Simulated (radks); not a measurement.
Results of a calculation; reference values are marked as such.
Problem. The table gives one normalised radial function P(r) = r R(r) of Ce in [Xe] 4f1 6s2 6p1 (r in bohr). Level of theory: scalar-relativistic Kohn-Sham, r2SCAN, spin-polarised, spherical densities, finite nucleus; open shells are filled with parallel spins first (spin-orbit coupling, left out, can overturn this in heavy ions); meta-GGA in the generalised Kohn-Sham scheme; Fermi nuclear charge, rms radius 4.8771 fm (a radial shooting solver on a logarithmic mesh with Libxc functionals).

r,P
0.003552,0.0916
0.005695,0.1214
0.00913,0.1448
0.01464,0.1395
0.02328,0.0732
0.03732,-0.0742
0.05983,-0.2242
0.09592,-0.1533
0.1526,0.2072
0.2446,0.2901
0.3921,-0.3264
0.6286,-0.3538
0.9998,0.6417
1.603,0.8996
2.57,0.3124
4.12,0.0292
6.552,0.0005
10.5,0.0000
16.84,0.0000

Which n and l does it have? It may be an empty orbital.

Solution. n = 5, l = 0: the number of nodes gives n - l - 1 = 4, the rise at small r (about r^(l+1), flatter next to the nucleus through relativity) gives l, and the extent must fit the shell. The curve is that of 5s down; the table hardly tells the two spins apart. 5s down: eigenvalue -44.530 eV, 4 radial nodes at r = 0.0302, 0.120, 0.315, 0.753 bohr, <r> = 1.52 bohr, 90 % of the charge inside 2.18 bohr.
